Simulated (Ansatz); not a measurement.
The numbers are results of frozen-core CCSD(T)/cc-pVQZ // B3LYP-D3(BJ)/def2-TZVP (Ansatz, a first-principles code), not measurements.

Ansatz 0.2 input:
```yaml
crystal:
  periodic: [false, false, false]
  atoms:
    - { symbol: S, position_ang: [1.204611, -0.1944, 1.029385] }
    - { symbol: C, position_ang: [-0.050223, 0.562946, -0.048677] }
    - { symbol: S, position_ang: [-1.135926, -0.575474, -0.962815] }
    - { symbol: H, position_ang: [1.78736, -0.943844, 0.078927] }
    - { symbol: H, position_ang: [-0.635121, 1.210518, 0.601282] }
    - { symbol: H, position_ang: [0.421592, 1.182913, -0.808239] }
    - { symbol: H, position_ang: [-1.592293, -1.24266, 0.110137] }
basis:
  gaussian: { orbitals: cc-pVQZ }
correlation:
  method: ccsd_t
```

Output:

```
Functional definition: HF
1728 factors; integrals over basis functions are off by at most 5.2e-4 eV
mean field evaluation 1: about -22728.5991 eV, gradient 1.7e1 eV
mean field evaluation 2: about -22728.7016 eV, gradient 1.7e1 eV
mean field evaluation 4: about -22729.9498 eV, gradient 2.3e0 eV
mean field evaluation 8: about -22729.9725 eV, gradient 2.3e-1 eV
mean field evaluation 16: about -22729.7202 eV, gradient 5.3e0 eV
mean field -22729.97278576 eV, -835.3110929479 hartree, gradient 6.7e-6 eV, S^2 0.000000; 0 other end points of the search recorded, 0 dependent functions left out
11 core orbitals not correlated
reference -22729.97278576 eV, -835.3110929479 hartree; 10, 10 occupied and 272, 272 virtual orbitals, 1728 factors
second order -15.65585005 eV of doubles, -0.00000000 eV of singles
cycle   1  -16.24596443 eV  change   -5.9e-1 eV  update   8.3e-2
cycle   2  -16.65733460 eV  change   -4.1e-1 eV  update   2.5e-2
cycle   3  -16.72036331 eV  change   -6.3e-2 eV  update   1.0e-2
cycle   4  -16.71652976 eV  change    3.8e-3 eV  update   2.4e-3
cycle   5  -16.71598286 eV  change    5.5e-4 eV  update   9.6e-4
cycle   6  -16.71577640 eV  change    2.1e-4 eV  update   2.9e-4
cycle   7  -16.71568008 eV  change    9.6e-5 eV  update   1.3e-4
cycle   8  -16.71569019 eV  change   -1.0e-5 eV  update   4.1e-5
cycle   9  -16.71569733 eV  change   -7.1e-6 eV  update   1.4e-5
perturbative correction -0.80237623 eV, -0.0294867824 hartree
Total energy: -22747.49085932 eV, -835.9548702768 hartree
```

Cost: roughly 10 core-minutes.
